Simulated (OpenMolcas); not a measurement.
I6+: effect of the active space

```yaml
Program: OpenMolcas
Method: CASSCF or its RAS form
Basis: ANO-RCC-VDZP
Scalar_Hamiltonian: DKH2, point nucleus
Spin-orbit_coupling: RASSI with atomic mean-field integrals over the reference wave functions, term energies averaged over their components
```

A. 1 electron in 4 orbitals (5s 5p); 2S+1 = 2 even, 1 root; 2S+1 = 2 odd, 3 roots; cost of the order of 6 core-seconds
B. 1 electron in 9 orbitals (RAS2 5s 5p; RAS3 5d, at most 1 electron); 2S+1 = 2 even, 1 root; 2S+1 = 2 odd, 3 roots; cost of the order of 7 core-seconds

Energies in cm-1 above 5s 2S 1/2, the measured ground level; measured values from Moore, Atomic Energy Levels, vol. III, NSRDS-NBS 35 (1971 reprint of NBS Circular 467, 1958).

```
     Level       A       B  Measured
 5s 2S 1/2     0.0     0.0       0.0
5p 2P* 1/2  106154  106154    104960
5p 2P* 3/2  118668  118668    119960
```

Deviations, from unrounded energies. A percentage is the sum of absolute deviations over the sum of measured energies, with the sign that they share, or ± where signs differ.

```csv
Against measurement,Levels,A,B
mean absolute deviation (cm-1),2,1200,1200
other configurations (%),2,±1.1,±1.1
```

A, B lie about equally close to measurement. The largest miss of B in the table is 5p 2P* 3/2, by -1300 cm-1. The ranking rests on the paired levels alone, and a cruder setting can come out closer through cancelling errors.

Between A and B no level of the table moves by more than 5 cm-1.

With one active electron the reference holds no correlation, so core polarisation is missing. The basis is small and was not contracted for so high a charge. With one active electron outside closed inactive shells, the extra shells (5d) add no correlation to the reference (holds for B). Measured partners are found by configuration, term and J. A level has none where our copy of the source lacks it or the pairing is in doubt (some pairs that miss far off the trend of their configuration count as doubtful), and it then counts in no deviation. Only configurations of the active space appear.

* marks odd parity.
